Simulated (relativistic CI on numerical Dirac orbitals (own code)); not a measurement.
## Ti2+ in a cubic cluster: L2,3 absorption with charge transfer

Computed with a charge-transfer multiplet model of a cubic metal-ligand cluster with up to one ligand hole, Slater and spin-orbit integrals from Dirac-Coulomb-Breit ions, Slater integrals scaled by 0.8. The ground state mixes d2 with configurations of k ligand holes L, whose averages lie at kΔ + k(k − 1)U_dd/2; a core hole lowers each added d electron by U_cd. 300 K, Lorentzian 0.4 eV and Gaussian 0.3 eV FWHM.

Atomic integrals in eV (Slater integrals scaled, ζ unscaled), ground: F2dd 6.578, F4dd 4.090, zeta_d 0.013; with the core hole: F2dd 7.324, F4dd 4.560, zeta_d 0.022, zeta_core 3.746, F2cd 3.920, G1cd 2.783, G3cd 1.577.

Cluster parameters (eV): Δ = 7, U_dd = 4.7, U_cd = 5.7, 10Dq(ligand) = 0.2, V(eg) = 1.45, V(t2g) = -0.68, final-state hopping factor = 1.

```tsv
Case	n_d	d2	d3L	S
10Dq = 1.4 eV	2.12	0.88	0.12	1.00
10Dq = 1.7 eV	2.12	0.88	0.12	1.00
10Dq = 2.3 eV	2.12	0.88	0.12	1.00
```

Weights, n_d and S are thermal averages at 300 K. Photon energies count from the first peak over 30 % of the highest in each spectrum, which can be another peak from case to case. The parameters are a model scan and need not match a compound or its usual spin state. Peaks in eV (height, largest 100):
- 10Dq = 1.4 eV: -3.2 (9), 0.0 (100), 2.4 (37), 4.7 (67), 5.7 (65)
- 10Dq = 1.7 eV: -2.1 (11), 0.0 (42), 1.3 (100), 3.6 (42), 6.0 (72), 7.0 (70)
- 10Dq = 2.3 eV: -1.4 (13), 0.0 (43), 0.8 (40), 1.3 (41), 2.6 (100), 4.3 (55), 7.1 (75), 8.3 (75)

For the case 10Dq = 1.4 eV, Δ = 7 eV is larger than U_dd = 4.7 eV, the Mott-Hubbard side of the Zaanen-Sawatzky-Allen scheme. With the core hole the configuration with one ligand hole lies at Δ + U_dd − U_cd = 6.0 eV above the one without, against Δ in the ground state. The added d electron screens the hole, so the order of the configurations is kept and charge-transfer satellites are weaker than in photoemission.

With at most 1 ligand hole the space is cut while the next configuration still counts, so covalency is underestimated, and a final configuration with one more ligand hole, which can lie low, is missing from the spectra.
